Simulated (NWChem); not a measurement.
System: C4H4OS; SMILES O=CSCC#C

```xyz
10

C      1.1383     2.6261     0.3523
C      0.2369     1.8959     0.0064
C     -0.8309     1.0092    -0.4166
S     -0.8619    -0.5992     0.4556
C      0.5389    -1.3720    -0.3178
O      0.9127    -2.4743    -0.0544
H      1.9360     3.2751     0.6647
H     -0.7875     0.8254    -1.5024
H     -1.8158     1.4574    -0.2117
H      1.0278    -0.7122    -1.0787
```
Atoms are numbered in this order, from 1.

Computed with NWChem. Pople sets run with spherical d functions. Geometry: optimised at PBE0/def2-SVP. Level: PBE/6-31G* with COSMO at NWChem's default radii, gas-phase geometry; rows give the dielectric constant.

```tsv
dielectric constant	electrostatic solvation energy (kcal/mol)	dipole in solution (D)
2.0	-3.1	3.69
11.7	-6.2	…
25.0	-6.6	4.22
37.5	-6.7	4.24
78.4	-6.8	4.25
```

Question: Some entries are withheld; supply them.

Answer: 
- 11.7, dipole in solution (D): 4.16
